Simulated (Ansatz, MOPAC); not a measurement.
System: BO2, charge 0, multiplicity 2. SMILES: [O][B][O]

Atoms: B1, O2, O3. Bonds: B1-O2, B1-O3.

Bond lengths (Å) and angles (degrees) optimised at AM1 with MOPAC; MNDO with MOPAC; HF/STO-3G with Ansatz (a program for electronic structure); B3LYP/6-31G* with Ansatz, each started from the B3LYP-D3(BJ)/def2-TZVP structure (Ansatz) of the last column. A row stands for all coordinates that are equal there. 6-31G* holds six Cartesian d functions. At AM1 the structure is a saddle point. No wavenumbers were computed at MNDO, HF/STO-3G, so these may be saddle points.

```json
[
 {"coordinate": "B1-O2", "AM1": "1.228", "MNDO": "1.241", "HF/STO-3G": "1.271", "B3LYP/6-31G*": "1.265", "B3LYP-D3(BJ)/def2-TZVP": "1.261"},
 {"coordinate": "O2-B1-O3", "AM1": "180.0", "MNDO": "180.0", "HF/STO-3G": "180.0", "B3LYP/6-31G*": "180.0", "B3LYP-D3(BJ)/def2-TZVP": "180.0"}
]
```

Mean signed difference of all 2 bond lengths from B3LYP-D3(BJ)/def2-TZVP: AM1 -0.034 Å, MNDO -0.020 Å, HF/STO-3G 0.010 Å, B3LYP/6-31G* 0.003 Å.
